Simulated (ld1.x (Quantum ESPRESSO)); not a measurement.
## Which change was made? (H, ultrasoft)

H (Z = 1), ultrasoft, made with ld1.x (Quantum ESPRESSO) 7.5 (LDA (PZ), scalar-relativistic). Core none, reference 1s1. Waves: 1s (bound): rcut 0.75, rcutus 0.80 bohr; 1s channel at 1.45 Ry: rcut 0.75, rcutus 0.80 bohr; 2p channel at 0.35 Ry: rcut 0.60, rcutus 0.75 bohr; 2p channel at 1.4 Ry: rcut 0.60, rcutus 0.75 bohr. Local part: all-electron potential smoothed inside 0.65 bohr (lloc = -1). Core correction: none. Augmentation charge: PSQ, inside the norm-conserving radii.

Cutoffs, loose and tight: the cutoffs (Ry, on a coarse ladder) from which the occupation-weighted sum of valence levels, in a spherical-Bessel basis at the reference potential, stays within 10 and 1 mRy of its value at 400 Ry. They do not see the model core or the augmentation charge, which bear on the density cutoff. Test errors are all-electron minus pseudo excitation energies from the reference, over the configurations 1s0.5 (two spin-polarised tests are not counted in the largest error); variants that change the core or the reference have their own tests.

The base gives: outcome: generated; cutoff, loose: 25 Ry; cutoff, tight: 50 Ry; bound ghosts: none.

Q: After one change the result is: outcome: generated; cutoff, loose: 18 Ry; cutoff, tight: 30 Ry; bound ghosts: none. Which change was it?
A. all radii scaled by about 1.10 (s 0.88, p 0.82 bohr, rcut 0.82/0.66); local potential all-electron potential smoothed inside 0.72 bohr (lloc = -1)
B. all radii scaled by about 1.38 (s 1.10, p 1.04 bohr, rcut 1.04/0.82); local potential all-electron potential smoothed inside 0.90 bohr (lloc = -1)
C. all radii scaled by about 0.83 (s 0.66, p 0.62 bohr, rcut 0.62/0.50); local potential all-electron potential smoothed inside 0.54 bohr (lloc = -1)

A: B. The others give: all radii scaled by about 1.10 (s 0.88, p 0.82 bohr, rcut 0.82/0.66); local potential all-electron potential smoothed inside 0.72 bohr (lloc = -1) → outcome: generated; cutoff, loose: 21 Ry; cutoff, tight: 40 Ry; bound ghosts: none | all radii scaled by about 0.83 (s 0.66, p 0.62 bohr, rcut 0.62/0.50); local potential all-electron potential smoothed inside 0.54 bohr (lloc = -1) → outcome: generated; cutoff, loose: 30 Ry; cutoff, tight: 70 Ry; bound ghosts: none.
